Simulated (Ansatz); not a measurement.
Species: AlO2H3, charge 0, singlet. AlO2H3 (SMILES [OH][AlH][OH]).
B3LYP-D3(BJ)/def2-TZVP minimum from Ansatz (a program for electronic structure):
```xyz
6

Al    -0.3622    -0.1707    -0.2198
H     -1.5982    -0.7533    -0.9700
O      0.0596     1.4442    -0.5197
H      0.7876     1.9317    -0.1346
O      0.4747    -1.1923     0.8440
H      1.2449    -0.9737     1.3681
```

Hartree-Fock and MP2 correlation energies in hartree (Ansatz). Radicals and triplets start from unrestricted determinants; spin-orbit coupling is neglected. Correlated methods leave the cores frozen. No relativity.

```csv
basis,X,E(HF),"E(corr, MP2)"
cc-pV(T+d)Z,3,-393.58026,-0.57014
cc-pV(Q+d)Z,4,-393.59725,-0.61560
cc-pV(5+d)Z,5,-393.60099,withheld
```

Q: Fit E(corr) = E∞ + A/X³ to X = 3 and 4, predict X = 5, and compare with the run.

A: A = (-0.57014 - (-0.61560))/(1/27 - 1/64) = 2.1231; E∞ = -0.61560 - A/64 = -0.64877; at X = 5, E∞ + A/125 = -0.63179. The run gave -0.63438, 2.59 mEh below the prediction. The same form on X = 4 and 5 gives E∞ = -0.65408, 5.31 mEh below the first estimate.
